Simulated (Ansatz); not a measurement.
The cluster Cd3Te3⁻. Charge -1, multiplicity 2. Geometry PBE-D4/def2-SVP, that of the neutral singlet; atoms count from 1.

```xyz
6

Cd   -0.984    0.862   -1.379
Cd    1.462    0.368    0.471
Cd   -0.672   -0.098    2.648
Te    0.811    2.759   -0.726
Te    1.052   -2.228   -0.402
Te   -1.669   -1.662   -0.613
```

In the def2 sets Cd, Te take a core potential; there is no spin–orbit coupling. The structure comes from a short search, and lower isomers may exist.

Q: Estimate the Mulliken populations from the PBE0/def2-TZVPD orbitals of Ansatz.

A: 
| atom | charge (e) | spin (α − β) | d electrons |
| --- | --- | --- | --- |
| Cd1 | 0.28 | 0.19 | 9.99 |
| Cd2 | 0.23 | 0.50 | 9.99 |
| Cd3 | -0.03 | 0.10 | 9.99 |
| Te4 | -0.63 | 0.07 | – |
| Te5 | -0.42 | 0.08 | – |
| Te6 | -0.43 | 0.06 | – |
Mulliken values depend strongly on the basis. With diffuse functions, as here, like atoms can get unlike values, and bond orders can come out too low or too high.

Q: Where does the spin sit?

A: Summed by element: Cd 0.79, Te 0.21, of 1 unpaired in all. Largest on single atoms: Cd2 0.50, Cd1 0.19, Cd3 0.10.

Q: And the Mayer bond orders between heavy atoms (over 0.3)?

A: Cd1–Te4 1.04 (2.69 Å); Cd1–Te6 0.82 (2.73 Å); Cd2–Cd3 0.41 (3.08 Å); Cd2–Te4 0.75 (2.75 Å); Cd2–Te5 0.67 (2.77 Å); Te5–Te6 0.94 (2.79 Å).
